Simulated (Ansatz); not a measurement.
A nudged elastic band was laid between two geometries of F$_{2}$H$_{2}$NSi (6 atoms, charge 0, multiplicity 2).

The calculation used Ansatz 0.2.0, UKS PBE0-D4/def2-SVP.

```
movable images  : 7
climbing image  : yes
spring          : 5.0 eV/Å²
optimiser       : quadratic models (default)
start path      : through a guess of the saddle point
force threshold : 0.05 eV/Å
iteration limit : 52
end points      : relaxed
```

Image 0:

```xyz
6
Properties=species:S:1:pos:R:3
N -0.072 1.087 -0.813
Si 0.177 -0.215 0.312
F 1.573 -0.916 -0.071
F -0.949 -1.369 0.230
H -0.917 1.042 -1.395
H 0.230 0.307 1.691
```

Image 8:

```xyz
6
Properties=species:S:1:pos:R:3
N -0.395 1.151 -0.631
Si 0.123 -0.187 0.361
F 1.488 -0.806 -0.231
F -0.999 -1.344 0.319
H -0.521 0.905 -1.622
H 0.346 0.217 1.758
```

(1) Which bonds break or form, and what moves?

(2) What energy profile does the band end with?

Answers

(1) No bond is made or broken. The dihedral H5–N1–Si2–F4 goes from 3 to -61°.

(2) The run converged. The highest image is number 8 of 0 to 8, 0.1 kJ/mol above the ends, which have the same energy within 2 meV. The highest image is an end point: on this band no image between the ends rises above it.

```csv
image,path coordinate (Å),energy (kJ/mol),dihedral H5–N1–Si2–F4 (°)
0,0.00,0.0,3
1,0.09,0.0,-5
2,0.18,0.0,-12
3,0.26,0.0,-20
4,0.35,0.0,-28
5,0.44,0.0,-36
6,0.53,0.0,-44
7,0.62,0.1,-52
8,0.71,0.1,-61
```

The run took 2.9 min on 1 CPU thread of a shared host.
